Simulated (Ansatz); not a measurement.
Computed with Ansatz on PBE0-D4/def2-TZVP structures; ΔE is electronic, products minus reactants. CBS: MP2 limit from def2 TZ/QZ plus the TZ coupled-cluster correction, frozen cores. This one scheme is used for every species. DFT in def2-TZVPP. B3LYP here is the variant with VWN-RPA as its local correlation; programs differ in this. For Se outer-core shells are correlated without core-valence functions, which leaves a few kJ/mol of doubt a bond. Scalar relativity is left out up to krypton. Each species was taken in one conformer, which may not be the lowest.

`B[SeH]` + `[SeH][SiH2][SeH]` → `[SeH][SiH]([SeH])[SeH]` + BH₃  (formal exchange of groups at the Se–B bond)

Question: Is it downhill or uphill in electronic energy at CCSD(T)/CBS, and by how much? (An estimate is asked.)

Answer: Ansatz gave: Uphill: ΔE = +0.34 eV.

Question: What do these levels give: PBE-D4, r2SCAN-D4, PBE0-D4, ωB97M-V, B2PLYP, PBE, PBE0, B3LYP, SCS-MP2/def2-TZVPP, CCSD/def2-TZVPP, SCS-MP2/def2-QZVPP, HF/CBS(def2)? (Best estimate.)

Answer: Computed: PBE-D4 0.42, r2SCAN-D4 0.41, PBE0-D4 0.37, ωB97M-V 0.34, B2PLYP 0.39, PBE 0.49, PBE0 0.43, B3LYP 0.44, SCS-MP2/def2-TZVPP 0.32, CCSD/def2-TZVPP 0.38, SCS-MP2/def2-QZVPP 0.29, HF/CBS(def2) 0.31 eV.

Largest T1 diagnostic among the species: 0.013.

From PBE to PBE0 (25 % exact exchange), in def2-TZVPP and without D4, ΔE moves by −0.06 eV. The D4 term adds −0.12 eV with B3LYP and −0.06 eV with PBE0; it sums over pairs of atoms, weighted by their polarisabilities, and B3LYP, whose exchange is more repulsive, gets the larger term.
